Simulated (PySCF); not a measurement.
## Exercise with solution: chemical shift, span and skew from a shielding tensor

C2H9FOSi2, SMILES O([Si](C)(F)C)[SiH3]. Atoms are numbered in the order given.

```xyz
15

C     -1.6682    -1.6128    -0.7016
Si    -0.7461    -0.0870    -0.1929
C     -1.5821     0.9169     1.1290
F     -0.5729     0.8796    -1.5013
O      0.7791    -0.5137     0.2861
Si     2.2575     0.1983     0.5467
H     -2.6777    -1.3626    -1.0642
H     -1.1311    -2.1376    -1.5069
H     -1.7688    -2.3047     0.1497
H     -0.9954     1.8199     1.3618
H     -1.6892     0.3303     2.0555
H     -2.5860     1.2371     0.8075
H      3.0421     0.2476    -0.7180
H      2.0752     1.5875     1.0635
H      2.9956    -0.6077     1.5565
```
Charge 0, spin multiplicity 1.

Geometry optimised at ωB97X-D3(BJ)/def2-SVP. The values are those of a single conformer.

GIAO shieldings from KT2/pcSseg-1 in PySCF, non-relativistic, no solvent. The symmetric part of the tensor of Si6 has the principal values 350.4, 366.0, 479.9 ppm. The same nucleus in TMS has σ = 361.9 ppm at this level (PySCF, at its B3LYP-D3(BJ)/def2-TZVP geometry).

Question: Work out the isotropic shielding, the ²⁹Si shift against TMS, the span and the skew.

Answer: 
σ(iso) = (σ11 + σ22 + σ33)/3 = 398.8 ppm. δ = σ(ref) − σ(iso) = 361.9 − (398.8) = -36.9 ppm.
Span Ω = σ33 − σ11 = 129.5 ppm. Skew κ = 3(σ(iso) − σ22)/Ω = 0.76. Tumbling in solution averages the tensor to δ; in a static solid the shielding alone would spread this spin-1/2 line over Ω.
